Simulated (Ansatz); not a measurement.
Species: BOF, charge 1, doublet. BOF+ (parent SMILES O=BF, doublet).
B3LYP-D3(BJ)/def2-TZVP minimum from Ansatz (an electronic-structure program):
```xyz
3

F      0.0000     0.0000    -1.2033
B      0.0000     0.0000     0.0258
O      0.0000     0.0000     1.3376
```
Charge +1, spin multiplicity 2.

Total energies in cc-pVTZ, 15 correlated electrons, 3 frozen orbitals. Radicals and triplets start from unrestricted determinants; spin-orbit coupling is neglected. Correlated methods leave the cores frozen. No relativity. The spin of BFO+ (parent SMILES O=BF, doublet) was assumed, and the state is the lowest solution found for it.

```csv
method,program,energy (Eh),minus CCSDT(Q) (mEh)
HF,Ansatz,-198.74224,527.41
MP2,Ansatz,-199.23961,30.04
CCSD,Ansatz,-199.25112,18.52
CCSD(T),Ansatz,-199.26826,1.39
CCSDT(Q),Ansatz,-199.26964,0.00
```

Rough core times of Ansatz's runs on a shared machine: CCSD(T) under 20 s, CCSDT(Q) 20 min.
